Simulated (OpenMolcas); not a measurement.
**Ar⁺: RASPT2 settings compared**

```
Program             : OpenMolcas
Basis               : ANO-RCC-VQZP [6s5p3d2f1g]
Scalar Hamiltonian  : DKH2, point nucleus
Active space        : 5 electrons in 9 orbitals (RAS2 3p; RAS3 3d 4s, at most 1 electron)
State averaging     : 2S+1 = 2 odd, 3 roots; 2S+1 = 4 even, 18 roots; 2S+1 = 2 even, 49 roots
Spin-orbit coupling : RASSI with atomic mean-field integrals over the reference wave functions, term energies averaged over their components
```

Methods on the same reference wave functions:
A. RASSCF
B. SS-RASPT2, IPEA 0.25 Eh, imaginary shift 0.3 Eh (closed shells correlated: 2s 2p 3s)
C. MS-RASPT2, IPEA 0.25 Eh, imaginary shift 0.3 Eh (closed shells correlated: 2s 2p 3s)

Energies in cm⁻¹ above 3s² 3p⁵ ²P°_3/2, the measured ground level; measured values from NIST Handbook of Basic Atomic Spectroscopic Data.

| Level | A | B | C | Measured |
| --- | --- | --- | --- | --- |
| 3s² 3p⁵ ²P°_3/2 | 0.0 | 0.0 | 0.0 | 0.0 |
| 3s² 3p⁵ ²P°_1/2 | 1350 | 1350 | 1350 | 1432 |
| 3s² 3p⁴ 3d ⁴D_7/2 | 132165 | 125870 | 125870 | 132327 |
| 3s² 3p⁴ 3d ⁴D_5/2 | 132316 | 126010 | 126010 | 132481 |
| 3s² 3p⁴ 3d ⁴D_3/2 | 132448 | 126150 | 126150 | 132631 |
| 3s² 3p⁴ 3d ⁴D_1/2 | 132537 | 126240 | 126240 | 132738 |
| 3s² 3p⁴ 3d ⁴F_9/2 | 145372 | 138010 | 138010 | 142186 |
| 3s² 3p⁴ 3d ⁴F_7/2 | 145856 | 138490 | 138490 | 142717 |
| 3s² 3p⁴ 3d ⁴F_5/2 | 146215 | 138850 | 138850 | 143108 |
| 3s² 3p⁴ 3d ⁴F_3/2 | 146462 | 139100 | 139100 | 143371 |
| 3s² 3p⁴ 4s ⁴P_5/2 | 148922 | 140800 | 140730 | 134242 |
| 3s² 3p⁴ 4s ⁴P_3/2 | 149573 | 141480 | 141470 | 135086 |
| 3s² 3p⁴ 4s ⁴P_1/2 | 149903 | 141790 | 141860 | 135602 |
| 3s² 3p⁴ 3d ²P_1/2(1) | 150223 | 138750 | 138670 |  |
| 3s² 3p⁴ 3d ²P_3/2(1) | 151087 | 139620 | 139570 |  |
| 3s² 3p⁴ 3d ⁴P_1/2 | 153634 | 143700 | 143630 |  |
| 3s² 3p⁴ 3d ⁴P_3/2 | 153790 | 143820 | 143830 |  |
| 3s² 3p⁴ 3d ⁴P_5/2 | 154049 | 144090 | 144160 |  |
| 3s² 3p⁴ 3d ²D_3/2(1) | 155575 | 145170 | 145170 |  |
| 3s² 3p⁴ 3d ²D_5/2(1) | 156314 | 145910 | 145900 |  |
| 3s² 3p⁴ 3d ²F_7/2(1) | 157259 | 146370 | 146360 |  |
| 3s² 3p⁴ 3d ²F_5/2(1) | 158325 | 147410 | 147390 |  |
| 3s² 3p⁴ 4s ²P_3/2 | 159077 | 148250 | 148270 | 138244 |
| 3s² 3p⁴ 4s ²P_1/2 | 160001 | 149170 | 149220 | 139258 |

Deviations, from unrounded energies. A percentage is the sum of absolute deviations over the sum of measured energies, with the sign that they share, or ± where signs differ.

```csv
Against measurement,Levels,A,B,C
mean absolute deviation (cm-1),14,7000,5900,5900
fine structure of the ground term (%),1,-5.7,-5.7,-5.7
other configurations (%),13,±5.5,±4.6,±4.6
```

B, C lie about equally close to measurement and A furthest from it. The largest miss of B in the table is 3s² 3p⁴ 4s ²P_3/2, by +10000 cm-1. The ranking rests on the paired levels alone, and a cruder setting can come out closer through cancelling errors.

Between B and C the level of the table that moves most is 3s² 3p⁴ 3d ²P_1/2(1), by 86 cm-1 (lowest in C, highest in B). Moves below CASPT2's spread within the term are not significant.

The two smallest mean deviations differ by little beside CASPT2's spread within terms, so their order carries little weight.

The lowest spin-free term lies below A's lowest term by 0.193 hartree in B, 0.193 hartree in C.

CASPT2 breaks the degeneracy within a term, and the mean is taken; among the terms shown or strongly mixed into the levels shown the widest spread is 490 cm-1 (3s² 3p⁴ 3d ⁴F, C). Over all roots computed the reference weight is 0.83 to 0.97 in B, 0.83 to 0.97 in C; the roots of lowest weight are the least certain, and an intruder state may touch them. ANO sets are built for valence states and can reach diffuse excited orbitals poorly, and with the s shell closed the s pⁿ⁺¹ terms that mix with these levels are absent. Without dynamic correlation excited terms often stand tens of per cent too high (terms of higher spin than the ground term too low), and those without a measured partner can miss by more than the paired ones (holds for A). Measured partners are found by configuration, term and J. A level has none where our copy of the source lacks it or the pairing is in doubt (some pairs that miss far off the trend of their configuration count as doubtful), and it then counts in no deviation. Levels of configurations outside the active space are missing. Levels that lie high or do not pair safely by name in every column are left out.

A number in round brackets counts repeated terms of one configuration in the order of the reference energies. ° marks odd parity.
